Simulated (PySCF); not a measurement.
# Field gradients at the hydrogen positions

Compound: C₅H₁₀ClNSi₂.
Geometry (GFN2-xTB, Å), atoms numbered from 1 in this order:
```
atom  x, y, z in Å
C1    -1.3680    1.9649    0.2729
C2    -0.7402    0.8900    0.7168
C3    -0.2903   -0.2596   -0.1264
Si4   -1.6484   -1.6466    0.0233
C5    -0.1990    0.0901   -1.5110
N6    -0.1256    0.3288   -2.6291
C7     1.0706   -0.8045    0.3010
Si8    2.4405    0.5146    0.5547
Cl9    0.8853   -1.7006    1.8425
H10   -1.5753    2.1129   -0.7745
H11   -1.6916    2.7440    0.9415
H12   -0.5503    0.7569    1.7738
H13   -2.7398   -1.2481   -0.8619
H14   -1.0314   -2.8946   -0.4168
H15   -2.1033   -1.6931    1.4066
H16    1.3921   -1.5555   -0.4254
H17    3.6709   -0.2263    0.8200
H18    2.5234    1.2969   -0.6744
H19    2.0706    1.3390    1.7003
```

Level: PBE0/pcSseg-1 (PySCF, non-relativistic); Q(2H) = 0.00286 b; rigid geometry, the same for H and D, with no vibrational averaging.

Problem. Rank these positions by the coupling χzz of a deuteron there, largest first.
A. H16 (methine hydrogen)
B. H14 (Si–H hydrogen)
C. H11 (vinylic hydrogen)
D. H12 (vinylic hydrogen)
E. H10 (vinylic hydrogen)

Solution. C (226 kHz), E (220 kHz), D (214 kHz), A (197 kHz), B (110 kHz).

Problem. Tabulate Vzz, the asymmetry η and χzz = 234.96 MHz × Q × Vzz for every hydrogen position.

Solution. 
```json
{"atom": "H10", "bonded to": "C1", "bond length (Å)": "1.078", "Vzz (au)": "0.3279", "η": "0.06", "χzz (kHz)": "220"}
{"atom": "H11", "bonded to": "C1", "bond length (Å)": "1.076", "Vzz (au)": "0.3367", "η": "0.04", "χzz (kHz)": "226"}
{"atom": "H12", "bonded to": "C2", "bond length (Å)": "1.082", "Vzz (au)": "0.3185", "η": "0.07", "χzz (kHz)": "214"}
{"atom": "H13", "bonded to": "Si4", "bond length (Å)": "1.461", "Vzz (au)": "0.1625", "η": "0.03", "χzz (kHz)": "109"}
{"atom": "H14", "bonded to": "Si4", "bond length (Å)": "1.460", "Vzz (au)": "0.1642", "η": "0.04", "χzz (kHz)": "110"}
{"atom": "H15", "bonded to": "Si4", "bond length (Å)": "1.457", "Vzz (au)": "0.1666", "η": "0.03", "χzz (kHz)": "112"}
{"atom": "H16", "bonded to": "C7", "bond length (Å)": "1.093", "Vzz (au)": "0.2930", "η": "0.06", "χzz (kHz)": "197"}
{"atom": "H17", "bonded to": "Si8", "bond length (Å)": "1.460", "Vzz (au)": "0.1636", "η": "0.02", "χzz (kHz)": "110"}
{"atom": "H18", "bonded to": "Si8", "bond length (Å)": "1.459", "Vzz (au)": "0.1631", "η": "0.02", "χzz (kHz)": "110"}
{"atom": "H19", "bonded to": "Si8", "bond length (Å)": "1.459", "Vzz (au)": "0.1654", "η": "0.03", "χzz (kHz)": "111"}
```

Problem. Average by the element that carries the hydrogen.

Solution. on C: 214 kHz over 4 positions, mean bond length 1.082 Å; on Si: 110 kHz over 6 positions, mean bond length 1.459 Å.

Problem. A static deuteron (I = 1) shows a doublet split by (3/2)χ, (3/4)χ(1 + η) and (3/4)χ(1 − η) with the field along z, y and x of the gradient. What are these for H16?

Solution. With |χ| = 196.9 kHz and η = 0.062: 295, 157 and 139 kHz, to first order and without motion.

Geometry: GFN2-xTB, one conformer, isolated molecule. GFN2-xTB bond lengths can be off by several hundredths of an ångström, more for odd bonds, and the gradients follow them. These gradients aren't converged with respect to the basis.
